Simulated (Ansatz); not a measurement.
Correlation energies of C2Br2F4 (`FC(F)(Br)C(F)(F)Br`) by basis set

```xyz
8

F    -0.623   -1.089   -1.286
C     0.077   -0.753   -0.203
F     1.358   -1.013   -0.438
Br   -0.543   -1.784    1.303
C    -0.106    0.776    0.017
F    -1.388    1.037    0.246
F     0.251    1.389   -1.110
Br    0.974    1.436    1.471
```

Charge 0, multiplicity 1. Correlated methods include outer-core shells of Br, which these sets cover unevenly. Scalar relativity is left out up to krypton. All single points use the PBE0-D4/def2-TZVP geometry. It is one conformer, not always the lowest. Frozen core, restricted reference, Ansatz 0.2.0.

```tsv
basis	HF (Eh)	MP2 corr.
def2-SVP	-5617.27423	-1.45881
def2-TZVPP	-5618.49996	-1.86007
def2-QZVPP	-5618.61870	-2.61398
```

Problem. Estimate the CCSD correlation energy and the (T) correction in each basis where they were run (hartree).

Solution. 
| basis | CCSD corr. | (T) |
| --- | --- | --- |
| def2-SVP | -1.47226 | -0.03487 |
| def2-TZVPP | -1.86695 | -0.06643 |
